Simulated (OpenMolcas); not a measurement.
## Cu2+: moving or changing the point charges

Cu2+ among 4 point charges of -1.5 e arranged as a tetrahedron (Td), 1.85 Å from the ion.
```
   1.0681    1.0681    1.0681  -1.50
   1.0681   -1.0681   -1.0681  -1.50
  -1.0681    1.0681   -1.0681  -1.50
  -1.0681   -1.0681    1.0681  -1.50
```

- Program: OpenMolcas 26.06
- Method: CASSCF
- Basis: ANO-RCC-VDZP [5s4p2d1f]
- Scalar Hamiltonian: DKH2, point nucleus
- Active space: 9 electrons in 5 orbitals (3d)
- State averaging: 2S+1 = 2 even, 5 roots
- Spin-orbit coupling: state interaction with AMFI integrals over the reference wave functions

Runs around this geometry, states (labels of Td). Energies in cm-1 above the lowest state or level, χT in cm3 K/mol; under a threefold ground state the first gap can be a small split of the lowest multiplet, not the spin-orbit step; 10Dq is the gap between the two states; 10Dq is negative for this site.

| R (Å) | q (e) | Ground state | First state of that spin | 10Dq | First gap with spin-orbit (degeneracies) | χT at 300 K |
| --- | --- | --- | --- | --- | --- | --- |
| 1.85 | -0.98 | 2T2 | 2E 971.4 | -971 | 475.7 (2, 4) | 1.260 |
| 1.74 | -1.5 | 2T2 | 2E 1702 | -1702 | 692.6 (2, 4) | 1.043 |
| 1.85 | -1.5 | 2T2 | 2E 1357 | -1357 | 602.8 (2, 4) | 1.129 |
| 1.94 | -1.5 | 2T2 | 2E 1130 | -1130 | 531.5 (2, 4) | 1.201 |

Taking |10Dq| as R^-n, n = -ln(1130 / 1702) / ln(1.94 / 1.74) = 3.8 between the shortest and longest distance. The point-charge formula for a cubic d site gives n = 5.

Scaling the charges by -0.98 / -1.5 = 0.65 scales |10Dq| by 971 / 1357 = 0.72; with fixed orbitals a first-order splitting would follow the charge.

An orbital triplet at a regular site is open to Jahn-Teller coupling, which can distort the site and quench the lowest spin-orbit gaps and is left out. The ground term spreads over less than 5000 cm-1, several times less than with real ligands, so orbital moments are less quenched and χT lies further from the spin-only value than at real sites. Point charges carry no covalency, so the field is a model and not that of real ligands. No measured value stands beside these numbers.
